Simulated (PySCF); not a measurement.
Diatomic GeO, closed-shell singlet (the spin of the measured ground state). No spin–orbit coupling. Ge is treated without relativity.

The constants come from a fifth-degree fit in 1/R (seven points, main isotopes). Runs in def2 and cc sets follow the lowest solution found near the PBE0 minimum. The singlet is held restricted.

Rows in LANL2DZ carry no dispersion term and start afresh at each structure. LANL2DZ brings its own core potentials from Na on.

Codes used: PySCF for LANL2DZ rows. Values without a source in brackets are computed.

Energies at BP86/LANL2DZ:

```csv
R (Å),E (hartree)
1.508993,-78.99112785
1.549557,-79.00310531
1.586876,-79.01049000
1.629063,-79.01535811
1.671250,-79.01720054
1.719927,-79.01631069
1.776717,-79.01209270
```

Question: With a reduced mass of 13.1496 u, find the minimum, the force constant and the constants.

Answer: A fifth-degree polynomial in 1/R puts the minimum at r_e = 1.6806 Å with force constant 570 N/m. Then ω_e = (1/2πc)√(k/μ) = 858 cm⁻¹ and B_e = h/(8π²cμr_e²) = 0.4539 cm⁻¹; the cubic and quartic terms give α_e = 0.0027 and ω_e x_e = 3.0 cm⁻¹.
